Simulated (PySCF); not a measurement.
Compound: C₅H₇O₂PSi.
Geometry (GFN2-xTB, Å), atoms numbered from 1 in this order:
```xyz
16
C5H7O2PSi angstrom
C     -2.0004   -1.4005    0.4539
C     -0.5954   -1.0331    0.0716
O      0.2462   -1.8492   -0.2633
C     -0.2451    0.3731    0.1095
O     -1.1414    1.3119    0.4728
C     -0.5828    2.5213    0.4298
P      1.0637    2.5825   -0.0554
C      1.0088    0.8232   -0.2177
Si     2.3524   -0.3964   -0.7434
H     -2.2004   -1.0650    1.4699
H     -2.1377   -2.4759    0.3846
H     -2.7018   -0.8931   -0.2061
H     -1.2332    3.3347    0.7061
H      1.9687   -1.0280   -2.0000
H      2.6772   -1.2715    0.3763
H      3.5137    0.4750   -1.0002
```

Level of theory: TDDFT CAM-B3LYP/def2-SVPD, vertical, gas phase, core orbitals frozen in the response (PySCF 2.14.0, density-fitted response routines).

Ground-to-excited transition dipoles (e·a0, same axes as the geometry; the sign carries no meaning), for the states with f of 0.002 or more among the lowest 8:

```csv
state,E (eV),μx,μy,μz
S2,4.698,0.001,1.250,0.127
S3,5.361,-0.246,-0.267,0.045
S4,5.450,0.039,-0.012,0.131
S5,5.899,-1.163,-0.484,0.298
S6,6.213,-0.033,0.012,-0.121
S7,6.413,0.067,-0.020,0.225
S8,6.556,-0.057,-0.862,-0.069
```

What oscillator strength does each state have?

f = (2/3) ΔE |μ|² with ΔE in hartree (27.2114 eV).

```tsv
state	|μ|² (au)	|μ| (D)	f
S2	1.579	3.19	0.182
S3	0.134	0.93	0.018
S4	0.019	0.35	0.003
S5	1.677	3.29	0.242
S6	0.016	0.32	0.002
S7	0.055	0.60	0.009
S8	0.751	2.20	0.121
```

Label these states by symmetry in Cs.

The ground state is totally symmetric, so the direction of μ fixes the label. Polarised normal to the mirror plane, so A″: S4, S6 and S7. Polarised in the mirror plane, so A′: S2, S3, S5 and S8.

Which bond between heavy atoms lies closest to the direction of the S5 transition dipole?

C4–C8, at 3° from it; next C1–C2 at 8°.

What angle do the transition dipoles of S3 and S5 make?

|cos θ| = |μa·μb| / (|μa| |μb|) = 0.91, so θ ≈ 25° (taken between 0 and 90°, since the signs are arbitrary).

What peak molar absorption coefficient would the strongest computed level give as a lone Gaussian band 0.3 eV wide at half height?

ε(max) = 2.175×10⁸ f / FWHM, with the width in cm⁻¹. S5: 2.175×10⁸ × 0.2423 / 2420 ≈ 22000 L mol⁻¹ cm⁻¹.

Rough CPU time on one thread of a shared machine: about 2.7 min.

One conformer stands for the species.
